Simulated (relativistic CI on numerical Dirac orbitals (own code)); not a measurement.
# Ni³⁺ in a cubic cluster: 2p photoemission with charge transfer

Computed with a charge-transfer multiplet model of a cubic metal-ligand cluster with up to 3 ligand holes, Slater and spin-orbit integrals from Dirac-Coulomb-Breit ions, Slater integrals scaled by 0.9. The parameters are those of a tetrahedral site (10Dq negative, t2 hopping the larger). The ground state mixes d7 with configurations of k ligand holes L, whose averages lie at kΔ + k(k − 1)U_dd/2; a core hole lowers each added d electron by U_cd. 300 K, Lorentzian 0.6 eV and Gaussian 0.8 eV FWHM.

Atomic integrals in eV (Slater integrals scaled, ζ unscaled), ground: F2dd 11.900, F4dd 7.429, zeta_d 0.089; with the core hole: F2dd 13.428, F4dd 8.428, zeta_d 0.124, zeta_core 11.400, F2cd 8.116, G1cd 6.273, G3cd 3.570.

Cluster parameters (eV): Δ = -1.1, U_cd = 7, 10Dq = -0.1, 10Dq(ligand) = 0, V(eg) = 1.65, V(t2g) = -2.8, final-state hopping factor = 0.9.

```
         Case   n_d    d7   d8L  d9L2  d10L3     S
  U_dd = 4 eV  7.88  0.31  0.51  0.17   0.01  1.50
U_dd = 5.4 eV  7.80  0.34  0.52  0.13   0.01  1.50
U_dd = 6.1 eV  7.77  0.36  0.52  0.11   0.00  1.50
U_dd = 7.5 eV  7.72  0.38  0.53  0.09   0.00  1.50
U_dd = 8.2 eV  7.70  0.39  0.53  0.08   0.00  1.50
```

Weights, n_d and S are thermal averages at 300 K. Binding energies count from the first peak over 30 % of the highest in each spectrum, which can be another peak from case to case. The parameters are a model scan and need not match a compound or its usual spin state. Peaks in eV (height, largest 100):
- U_dd = 4 eV: 0.0 (100), 6.8 (45), 12.5 (11), 14.2 (9), 15.5 (9), 17.7 (46), 24.4 (27), 30.7 (7)
- U_dd = 5.4 eV: 0.0 (100), 7.2 (33), 13.5 (8), 15.2 (8), 17.9 (46), 25.2 (19), 30.9 (6)
- U_dd = 6.1 eV: 0.0 (100), 7.4 (27), 11.4 (7), 14.2 (7), 15.6 (7), 17.9 (47), 25.6 (16)
- U_dd = 7.5 eV: 0.0 (100), 8.0 (21), 12.0 (9), 18.1 (48), 26.4 (12)
- U_dd = 8.2 eV: 0.0 (100), 5.6 (10), 8.3 (19), 12.4 (9), 18.2 (50), 26.6 (11)

For the case U_dd = 6.1 eV, Δ = -1.1 eV is smaller than U_dd = 6.1 eV, the charge-transfer side of the Zaanen-Sawatzky-Allen scheme (negative Δ: between configuration averages a ligand hole costs less than the nominal valence; multiplet and field energies can change this for the lowest states). With the core hole the average of the configuration with one ligand hole lies at Δ − U_cd = -8.1 eV before mixing: it lies below the unscreened one, so the lowest final states are mostly screened and the unscreened weight appears at higher binding energy as a satellite.
